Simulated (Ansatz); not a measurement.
Ideal-gas functions of CH5BBrN (`NBCBr`) at 600 K and 1 bar, from an Ansatz frequency run at PBE0-D4/def2-TZVP.

Molar mass 121.77 g/mol, point group Cs (symmetry number 1), electronic degeneracy 1, moments of inertia 43.818, 203.182, 243.893 u Å². Harmonic wavenumbers (cm⁻¹, unscaled): 151, 174, 439, 494, 615, 625, 796, 847, 922, 931, 1105, 1143, 1216, 1414, 1426, 1633, 2596, 3091, 3143, 3587, 3709.

Use S(trans) = R[1.5 ln M + 2.5 ln T − 1.1517]; rotational temperatures θ = 24.2544 K / I; S(rot) = R[ln(√π/σ · √(T³/θAθBθC)) + 1.5]; for each mode x = 1.438777 ν̃/T, S = R[x/(eˣ − 1) − ln(1 − e⁻ˣ)] and H = RT x/(eˣ − 1); 1 cm⁻¹ = 0.0119627 kJ/mol; R = 8.31446 J/(mol·K).

Q: By hand: the entropy, in J/(mol·K).

A: Translation 183.3. Rotation: θ = 0.5535, 0.1194, 0.0994 K, giving 117.9. Vibration, mode by mode: 16.81, 15.64, 8.26, 7.38, 5.80, 5.69, 4.10, 3.72, 3.23, 3.17, 2.28, 2.13, 1.85, 1.27, 1.24, 0.83, 0.12, 0.04, 0.04, 0.01, 0.01, in all 83.6. Electronic 0.0. Sum 384.8 J/(mol·K).

Q: By hand: H − E and G − E in kJ/mol, counted from the electronic energy.

A: Zero-point energy ½ × 30057 × 0.0119627 = 179.8; thermal vibration 28.3; translation, rotation and pV give 4 RT = 20.0. H − E = 228.1 kJ/mol, and G − E = 228.1 − 600 × 384.8/1000 = -2.8 kJ/mol.

Vibration gives 22 % of the entropy. The sum counts one conformer and one mirror image; others add a mixing term.
